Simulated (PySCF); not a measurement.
An unknown gives this computed stick spectrum. Method used: TDDFT PBE0/def2-SVPD, vertical, gas phase, core orbitals frozen in the response in PySCF. Geometries: GFN2-xTB, one conformer each.

```json
{"state": "S1", "ν̃ (cm⁻¹)": "41470", "f": "0.258", "main configurations (H = HOMO, L = LUMO)": "H→L (84%)"}
{"state": "S2", "ν̃ (cm⁻¹)": "43760", "f": "0.057", "main configurations (H = HOMO, L = LUMO)": "H→L+1 (61%), H-1→L (28%), H→L (9%)"}
{"state": "S3", "ν̃ (cm⁻¹)": "47530", "f": "0.168", "main configurations (H = HOMO, L = LUMO)": "H-1→L (63%), H→L+1 (33%)"}
{"state": "S4", "ν̃ (cm⁻¹)": "53390", "f": "0.0033", "main configurations (H = HOMO, L = LUMO)": "H→L+2 (96%)"}
{"state": "S5", "ν̃ (cm⁻¹)": "56300", "f": "0.153", "main configurations (H = HOMO, L = LUMO)": "H-1→L+1 (39%), H-2→L (35%), H-3→L (15%)"}
{"state": "S6", "ν̃ (cm⁻¹)": "57140", "f": "0.054", "main configurations (H = HOMO, L = LUMO)": "H→L+3 (84%)"}
{"state": "S7", "ν̃ (cm⁻¹)": "57630", "f": "0.120", "main configurations (H = HOMO, L = LUMO)": "H-3→L (43%), H-1→L+1 (30%), H-2→L (9%)"}
{"state": "S8", "ν̃ (cm⁻¹)": "58620", "f": "0.063", "main configurations (H = HOMO, L = LUMO)": "H→L+4 (80%)"}
```

Triplets computed (Tamm–Dancoff): 2.96, 3.94, 4.90 eV.

Question: Which structure fits? All have the formula C6H7F.
A. `C#C/C(=C\F)CC`
B. `FC1=CC[C@@H]2C[C@H]12`
C. `FC1=CCC=CC1`
D. `C=CC(=C)C(=C)F`
E. `F[C@]12C[C@@H]3[C@H](C1)[C@@H]32`

Answer: D. Its S1, at 5.14 eV, is the lowest among the candidates; the nearest of the others has S1 at 5.61 eV. S1 is HOMO→LUMO (84%). Löwdin shares by element: HOMO carbon 68% or more (atoms not listed hold the other 32%); LUMO carbon 69% or more (atoms not listed hold the other 31%). At the same level the other candidates give, for their lowest levels:
- `C#C/C(=C\F)CC`: 5.61 eV (f 0.000); 5.72 eV (f 0.260); 6.16 eV (f 0.001); 6.67 eV (f 0.006); 7.19 eV (f 0.085); T1 3.45 eV; HOMO -6.97, LUMO -0.78 eV
- `FC1=CC[C@@H]2C[C@H]12`: 6.45 eV (f 0.076); 6.55 eV (f 0.074); 6.73 eV (f 0.013); 7.04 eV (f 0.009); 7.29 eV (f 0.006); T1 4.22 eV; HOMO -6.69, LUMO 0.51 eV
- `F[C@]12C[C@@H]3[C@H](C1)[C@@H]32`: 7.22 eV (f 0.002); 7.47 eV (f 0.017); 7.81 eV (f 0.009); 7.95 eV (f 0.005); 8.00 eV (f 0.002); T1 7.09 eV; HOMO -7.50, LUMO 0.93 eV
- `FC1=CCC=CC1`: 5.95 eV (f 0.001); 6.51 eV (f 0.001); 6.65 eV (f 0.019); 7.11 eV (f 0.002); 7.13 eV (f 0.001); T1 4.36 eV; HOMO -6.88, LUMO 0.23 eV

Shape of the structure used: `[CH2:1]=[CH:2][C:3](=[CH2:4])[C:5](=[CH2:6])[F:7]`: C1–C2–C3–C4 153°, C2–C3–C5–C6 -31°.
